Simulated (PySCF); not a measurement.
## Atomic charges by several schemes

Compound: C5H10BN.
Numbering: `[CH3:1][C:2]#[C:3][BH:4][N:5]([CH3:6])[CH3:7]` (hydrogens: H8, H9, H10 on C1; H11 on B4; H12, H13, H14 on C6; H15, H16, H17 on C7)

Geometry (PBE0-D3(BJ)/def2-SVP, Å), atoms numbered from 1 in this order:
```
atom  x, y, z in Å
C1     3.8970    0.5067   -0.5703
C2     2.5331    0.0278   -0.4371
C3     1.3867   -0.3765   -0.3281
B4    -0.0370   -0.9206   -0.1997
N5    -1.1315   -0.0794    0.0278
C6    -1.0302    1.3544    0.1583
C7    -2.4784   -0.5810    0.1455
H8     4.3038    0.8125    0.4069
H9     3.9490    1.3799   -1.2401
H10    4.5591   -0.2723   -0.9795
H11   -0.2455   -2.1097   -0.2953
H12   -1.6168    1.8664   -0.6256
H13   -1.4201    1.6918    1.1353
H14    0.0182    1.6653    0.0711
H15   -3.1346   -0.1493   -0.6319
H16   -2.4839   -1.6727    0.0391
H17   -2.9166   -0.3214    1.1262
```

Density: PBE0/pcSseg-1 (PySCF); schemes: Mulliken, IAO, Hirshfeld and ESP-fitted. Geometry: PBE0-D3(BJ)/def2-SVP; no solvent, vibrations or thermal averaging.

Question: Give the atomic charges in each scheme.

Answer: In e; atoms taken as equivalent share a row and are averaged (×n: the atom named and its like, n in all):

```csv
atom,environment,Mulliken,IAO,Hirshfeld,ESP-fitted
C1,propargylic carbon,-0.194,-0.428,-0.095,-0.522
C2,alkyne carbon,-0.241,-0.020,-0.035,+0.272
C3,alkyne carbon,-0.233,-0.181,-0.144,-0.530
B4,three-coordinate boron,+0.322,+0.052,+0.110,+0.267
N5,boron-bound nitrogen,-0.631,-0.190,-0.090,+0.070
C6/C7,N-methyl carbon,-0.083,-0.292,-0.059,-0.376
H8/H9/H10,methyl hydrogen,+0.152,+0.169,+0.060,+0.172
H11,B–H hydrogen,-0.028,+0.001,-0.066,-0.090
H12 (×6),methyl hydrogen,+0.119,+0.141,+0.043,+0.129
```

Mean size of the charges over all atoms: ESP-fitted 0.223 e, Mulliken 0.176 e, IAO 0.165 e, Hirshfeld 0.064 e. Each set sums to the total charge, 0, to within 0.001 e. The IAO scheme projects the occupied orbitals on a minimal set of polarised atomic orbitals and counts the electrons in each atom's part of it. The ESP scheme is a least-squares fit of atom-centred charges to the potential on four shells outside the van der Waals surface, with the total charge fixed.

Some averages cover members that differ in this geometry: C6/C7, ESP-fitted -0.481 to -0.272; H12 (×6), ESP-fitted +0.102 to +0.153; H12 (×6), Mulliken +0.109 to +0.141; H12 (×6), IAO +0.132 to +0.160 e.

Lowest charge. The schemes don't all agree: Mulliken N5 (-0.631); IAO C1 (-0.428); Hirshfeld C3 (-0.144); ESP-fitted C3 (-0.530).

Highest charge. The schemes don't all agree: Mulliken B4 (+0.322); IAO H8/H9/H10 (+0.169); Hirshfeld B4 (+0.110); ESP-fitted C2 (+0.272).

Question: Sum the charges by element, for elements with more than one atom.

Answer: 
| element | atoms | Mulliken | IAO | Hirshfeld | ESP-fitted |
| --- | --- | --- | --- | --- | --- |
| C | 5 | -0.833 | -1.214 | -0.392 | -1.532 |
| H | 10 | +1.142 | +1.352 | +0.372 | +1.196 |

Question: How many electrons does the IAO scheme count on C2?

Answer: Z − q = 6 − (-0.020) = 6.020.
